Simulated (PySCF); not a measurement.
## CH3Al2NO4

CH3Al2NO4 is a molecule, neutral, singlet. The structure, one conformer, was relaxed in the gas phase by PBE0-D3(BJ)/def2-SVP. No frequency run checks that it is a minimum.

SMILES: N#[C][Al]([OH])[O][Al]([OH])[OH]

```xyz
11

O    -0.131    1.958   -2.052
Al   -0.369    0.341   -1.608
O    -1.048   -0.735   -2.725
O     0.115   -0.131   -0.056
Al    0.554   -0.303    1.554
O     2.119   -0.255    2.177
C    -0.828   -0.633    2.855
N    -1.676   -0.823    3.625
H    -0.394    2.306   -2.905
H    -1.249   -1.657   -2.564
H     2.939   -0.096    1.708
```
(Å; atoms numbered from 1)

Shieldings: GIAO PBE0/pcSseg-1. Shifts are against computed references at the same level: C TMS (σ 184.4 ppm), H TMS (σ 31.27 ppm). Core levels by delta-SCF with SCAN, pcX-2 on the ionised atom and pcseg-1 elsewhere, spin-free X2C (2p3/2 is the spin-free 2p value less a third of a first-order spin-orbit splitting); from the vacuum level, for chosen atoms.

Q: Give the NMR and core-level values of the distinct atoms.

A: 
```tsv
atoms	bonded to	σ (ppm)	δ (ppm)	core level (eV)
O1	1 Al + 1 H	331.6	-	1s 538.47
Al2	3 O	478.5	-	-
O3	1 Al + 1 H	327.8	-	-
O4	2 Al	287.5	-	1s 537.76
Al5	1 C + 2 O	481.8	-	2p3/2 81.74
O6	1 Al + 1 H	305.5	-	1s 538.68
C7	1 Al + 1 N	58.0	126.4	1s 291.68
N8	1 C	-109.6	-	-
H9	1 O	30.06	1.21	-
H10	1 O	30.07	1.19	-
H11	1 O	29.55	1.72	-
```

Values are those of this one static structure; atoms that internal rotation interchanges would show their mean in an NMR spectrum.

The core-hole state of C7 is spin-contaminated (⟨S²⟩ 0.83 against 0.75 for a pure doublet), so that value and differences from it are less sure.

Q: Which of O1, O4, O6 holds its core electrons tightest, and by how much against the loosest?

A: O6 (bonded to 1 Al + 1 H), by 0.91 eV over O4 (bonded to 2 Al).

Q: By CAM-B3LYP/def2-SVPD (TDDFT singlets, Tamm-Dancoff triplets, ionisation by delta-SCF), where does absorption start, and what does vertical ionisation take?

A: The first singlet with intensity lies at 7.09 eV (f 0.013); what lies below it is dark. The lowest singlet lies at 6.58 eV (f 0.000), the strongest of the first 6 at 7.29 eV (f 0.020), the lowest triplet at 5.58 eV; vertical ionisation takes 11.85 eV.
